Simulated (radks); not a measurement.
Task: S IV, configuration [Ne] 3s2 3p1. Method: non-relativistic Kohn-Sham, r2SCAN, spin-unpolarised, spherical densities, point nucleus; meta-GGA in the generalised Kohn-Sham scheme; computed with a radial shooting solver on a logarithmic mesh with Libxc functionals. Some entries of the table are withheld. Estimate them.

orbital  occ.  eigenvalue (hartree)  <r> (bohr)  <1/r> (bohr^-1)
1s          2             -90.18788     0.09729            15.56
2s          2              -9.44418      0.4780              (1)
2p          6              -7.39044      0.4407              (2)
3s          2              -1.93180       1.535              (3)
3p          1              -1.47482       1.665           0.8069

Result: 
(1) 2s <1/r> (bohr^-1): 3.066
(2) 2p <1/r> (bohr^-1): 2.962
(3) 3s <1/r> (bohr^-1): 0.8927
